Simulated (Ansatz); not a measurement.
`[OH][Al]([OH])[OH]` + `C#[C][Zr]([OH])([OH])[F]` → `C#[C][Al]([OH])[OH]` + `[OH][Zr]([OH])([OH])[F]`  (redistribution)

Calculated with Ansatz (gas phase, PBE0-D4/def2-TZVP geometries, no zero-point term in ΔE). CBS: MP2 limit from def2 TZ/QZ plus the TZ coupled-cluster correction, frozen cores. Functionals use def2-TZVPP. Elements past krypton have def2 core potentials. For Zr outer-core shells are correlated without core-valence functions, which leaves a few kJ/mol of doubt a bond. Each species was taken in one conformer, which may not be the lowest.

`[OH][Al]([OH])[OH]`:

Z-matrix (Å, degrees):
```
Al
O 1 1.689
O 1 1.689 2 120.0
O 1 1.689 2 120.0 3 -180.0
H 2 0.955 1 122.4 3 0.0
H 3 0.956 1 122.5 2 -180.0
H 4 0.956 1 122.4 2 0.0
```

`C#[C][Zr]([OH])([OH])[F]`:

```xyz
9

C    -2.116    0.373    1.689
C    -1.107    0.263    1.022
Zr    0.746    0.084   -0.155
O     1.093   -1.770   -0.424
O     0.488    1.016   -1.797
F     2.190    0.874    0.812
H    -3.001    0.471    2.277
H     1.284   -2.651   -0.734
H     0.422    1.340   -2.690
```

`C#[C][Al]([OH])[OH]`:

```xyz
8

C     1.926    1.518    0.040
C     0.937    0.823    0.001
Al   -0.580   -0.311   -0.043
O    -0.473   -1.957    0.324
O    -2.073    0.347   -0.461
H     2.793    2.138    0.072
H     0.345   -2.387    0.567
H    -2.875   -0.172   -0.500
```

`[OH][Zr]([OH])([OH])[F]`:

```xyz
8

O     0.513   -0.979    1.464
Zr    0.236   -0.163   -0.251
O    -1.570   -0.443   -0.841
O     0.628    1.715   -0.169
F     1.427   -0.982   -1.517
H     0.442   -1.387    2.321
H    -2.487   -0.376   -1.085
H     0.811    2.615    0.078
```

```
        level  ΔE (kJ/mol)
  LDA (SPW92)        -29.1
    revPBE-D4        -24.1
       B2PLYP        -22.5
      r2SCANh        -23.5
      r2SCAN0        -23.4
        BHLYP        -24.6
  HF/def2-SVP        -37.6
MP2/CBS(def2)        -23.3
```

Problem. What does CCSD(T)/CBS give? (An estimate is asked.)

Solution. The calculation gave: -23.3 kJ/mol. The listed levels differ from it by -5.8, -0.8, 0.8, -0.2, -0.1, -1.3, -14.3, 0.0 kJ/mol.

Largest T1 diagnostic among the species: 0.017.

At CCSD(T), def2-SVP lies −9.1 kJ/mol from the extrapolated value and def2-TZVPP +5.1 kJ/mol. In def2-TZVPP, CCSD(T) changes the Hartree–Fock value by +4.6 kJ/mol (the triples alone add +1.1 kJ/mol) and MP2 by +4.6 kJ/mol.
